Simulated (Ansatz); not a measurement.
VS(OH)3 (VSO₃H₃). Charge 0, multiplicity 1. Geometry relaxed at r2SCAN-D4/def2-SVP.

```xyz
8

V     0.0039    0.0216   -0.0106
S    -0.2874   -1.7841    0.8436
O    -1.5278    0.6900   -0.5382
H    -2.3653    0.2214   -0.4127
O     1.0634   -0.1339   -1.3978
H     1.4297   -0.9860   -1.6743
O     0.7355    1.1200    1.1424
H     0.9481    0.8510    2.0475
```

The restricted singlet is unstable towards broken spin symmetry in Hartree–Fock (as tested in another run); at r2SCAN-D4/def2-SVP this wasn't settled.

**Question.** Estimate the harmonic wavenumbers at RKS r2SCAN-D4/def2-SVP (Ansatz, unscaled). Is this a minimum?

**Answer.** 188, 189, 190, 239, 239, 262, 289, 289, 574, 579, 579, 634, 760, 815, 815, 3844, 3845, 3851 cm⁻¹. Yes, no mode is imaginary beyond noise. Zero-point energy 108.7 kJ/mol. Run time 74 s (4 threads of Arm Neoverse V1 on a shared host).
